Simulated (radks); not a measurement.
Results of a calculation; reference values are marked as such.
Ionisation of Al, [Ne] 3s2 3p1, to Al+, [Ne] 3s2, under several functionals. Scalar-relativistic Kohn-Sham, spin-unpolarised, spherical densities, point nucleus; a radial shooting solver on a logarithmic mesh with Libxc functionals.

| functional | E(Al) (hartree) | Exc (hartree) | IE (eV) | -e(HOMO) (eV) | <r> HOMO (bohr) | IE error (eV) |
|---|---|---|---|---|---|---|
| HCTH/407 | -242.83309 | -18.60543 | 5.882 | 2.851 | 3.530 | -0.103 |
| LDA (Slater exchange, Perdew-Zunger correlation) | -241.76384 | -17.47414 | 5.847 | 2.789 | 3.439 | -0.139 |
| RPBE | -242.80225 | -18.55313 | 5.762 | 2.716 | 3.471 | -0.224 |
| SOGGA | -242.10738 | -17.83379 | 5.666 | 2.626 | 3.441 | -0.320 |
| PBEsol | -242.19614 | -17.92412 | 5.736 | 2.690 | 3.434 | -0.250 |
| LDA (Slater exchange, VWN5 correlation) | -241.77041 | -17.48079 | 5.840 | 2.783 | 3.440 | -0.146 |
| revPBE | -242.77069 | -18.52113 | 5.748 | 2.698 | 3.451 | -0.238 |
| B86b exchange with PBE correlation | -242.80334 | -18.55454 | 5.776 | 2.722 | 3.436 | -0.210 |

NIST Atomic Spectra Database: 5.986 eV (measured). Closest: HCTH/407. The Delta-SCF values span 0.22 eV, the total energies 1.07 hartree. The highest occupied level is 3p. Spin polarisation and multiplet splitting are left out, so open shells lie too high by an amount that depends on their filling.

Beside tabulated values, note that spin-unpolarised runs miss the spin-polarisation part of the exchange energy of open shells.
